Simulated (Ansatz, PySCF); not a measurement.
AlCl3 (SMILES [Cl][Al]([Cl])[Cl]), singlet, at a GFN2-xTB geometry (such geometries of metal compounds can be far from the true shape), atoms displaced at random by about 0.08 Å a coordinate. Base run: B3LYP/6-31G, gradient (PySCF).

The PySCF input:
```python
from pyscf import gto, scf, dft

mol = gto.Mole()
mol.atom = '''
    Al   -0.00306678   -0.07088428   -0.05623879
    Cl    0.12419348    1.99419527    0.02929276
    Cl    1.72940593   -1.12782246   -0.04541196
    Cl   -1.90618709   -0.96380651    0.03350364
'''
mol.basis = '6-31g'
mol.verbose = 4
mol.build()

mf = dft.RKS(mol)
mf.xc = 'b3lyp'
mf.kernel()
g = mf.nuc_grad_method()
grad = g.kernel()
```

Programs used: Ansatz (a first-principles code), PySCF; a row that names a program was run with it.

The coordinate followed is x of atom 1.

Variants of this job, named by their change:

| change | dE/dx (Eh/bohr) | net force (Eh/bohr) |
|---|---|---|
| base | 0.026089 | 0.000033 |
| finite difference step (bohr) = 0.01; conv_tol = 1e-11 | 0.026080 | - |
| density fitting = on | 0.026090 | 0.000033 |
| conv_tol = 1e-6 | 0.026082 | 0.000033 |
| code = ansatz | 0.026089 | 0.000000 |
| finite difference step (bohr) = 1e-4; conv_tol = 1e-11 | 0.026080 | - |
| conv_tol = 1e-4 | 0.024791 | 0.000033 |
| grids.level = 1; grid_response = on | 0.026013 | 0.000000 |
| grids.level = 0; grid_response = on | 0.031218 | 0.000000 |
| grids.level = 1; grid_response = off | 0.026112 | 0.000700 |
| finite difference step (bohr) = 0.05; conv_tol = 1e-11 | 0.026079 | - |
| conv_tol = 1e-11 | 0.026089 | 0.000033 |

The net force is zero for an exact gradient.
